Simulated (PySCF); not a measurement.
**How methods differ on the ionisation energy of Ar¹⁰⁺**

Ar¹⁰⁺ [He] 2s2 2p4 [2p1/2^2 2p3/2^2, M_J = 2] → Ar¹¹⁺ [He] 2s2 2p3 [2p1/2^2 2p3/2^1, M_J = 3/2], as a difference of total energies. All numbers are calculated (PySCF 2.14, the two-component X2C-1e Hamiltonian, in an even-tempered Gaussian basis (18 s from 1.4 bohr⁻², ratio 2.4; 11 p from 1.9 bohr⁻², ratio 2.4; 5 d from 9.5 bohr⁻², ratio 2.6; 5 f from 14 bohr⁻², ratio 2.6)). Correlated levels: nothing frozen; the 30 highest virtual spinors dropped. "Screened" scales the spin-orbit matrix elements by Boettger's factors to mimic the two-electron term; Breit and QED terms are absent.

```tsv
method	ionisation energy (eV)
GHF (spin-free)	537.50
GMP2 (spin-free)	539.01
GHF (screened spin-orbit)	538.35
GMP2 (screened spin-orbit)	539.84
```

Problem. How much does correlation contribute at GMP2 (screened spin-orbit)?

Solution. 539.84 − (538.35) = 1.49 eV, measured against GHF (screened spin-orbit).

The labels give the starting determinants; with spin-orbit coupling the two ends relaxed to ⟨J²⟩ = 6.00, ⟨L²⟩ = 2.07, ⟨S²⟩ = 1.97 and ⟨J²⟩ = 3.75, ⟨L²⟩ = 0.01, ⟨S²⟩ = 3.73.

For comparison: 540.4 ± 0.6 eV (semi-empirical (NIST evaluation); NIST Atomic Spectra Database, ionization energies).
